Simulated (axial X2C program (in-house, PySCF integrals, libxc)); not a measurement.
## Low determinants of PdAs at the PBE0 level, 2c

All values were computed with an axial X2C code built on PySCF integrals. Two-component (2c) means X2C with spin–orbit coupling and atomic mean-field two-electron Coulomb and Gaunt terms. Basis: Pd dyall-cv3z [12s12p8d5f3g], As dyall-cv3z [9s9p6d4f1g] (cores contracted in-house); Gaussian nuclei, density fitting, unrestricted open shells. Masses: Pd 105.903 u, As 74.922 u.

Search at 2.280 Å (vertical energies from the lowest determinant):

```
ΔE (eV)    state  electrons beyond evenly filled partner blocks  electrons in ±ω = 1/2, 3/2, 5/2, 7/2
   0.00  Ω = 3/2                                        ω = 3/2                             50 23 6 0
   0.25  Ω = 1/2                          2 × ω = -1/2, ω = 3/2                             50 23 6 0
   0.34  Ω = 1/2                                        ω = 1/2                             51 22 6 0
   0.90  Ω = 5/2                           2 × ω = 1/2, ω = 3/2                             50 23 6 0
   1.08  Ω = 1/2                                        ω = 1/2                             49 24 6 0
   1.09  Ω = 7/2                     ω = -1/2, ω = 3/2, ω = 5/2                             51 23 5 0
   1.15  Ω = 3/2                     ω = 1/2, ω = -3/2, ω = 5/2                             51 23 5 0
```

Lowest determinant, Ω = 3/2 (⟨Sz⟩ = 1.50, ⟨Lz⟩ = 0.00 at PBE0): Re = 2.271 Å, ωe = 264.0 cm⁻¹.

The determinant in row 2 of the search, Ω = 1/2 (⟨Sz⟩ = 0.50, ⟨Lz⟩ = 0.00 at PBE0), was followed along the bond at PBE0; measured from the minimum of the lowest determinant it gives:

Te = 0.254 eV (2050 cm⁻¹), Re = 2.283 Å, ωe = 258.8 cm⁻¹.

Task: Compare the bond of the determinant in row 2 with that of the lowest one.

Result: At PBE0 its Re is 0.012 Å longer and its force constant, which goes as ωe², is 0.96 times that of the lowest determinant. This determinant mixes spin states, so it has no term energy of its own.

The search compares states at one distance, so a state with another bond length can lie lower; it is not exhaustive and yields mostly the lowest determinant of each block pattern, so other components and higher states of one pattern are missing. These are energies of single determinants, not of spin-adapted states; PBE0 term energies can be off by some tenths of an eV, and the functional has no current term. The lowest determinant need not be the ground state where others lie within half an eV.
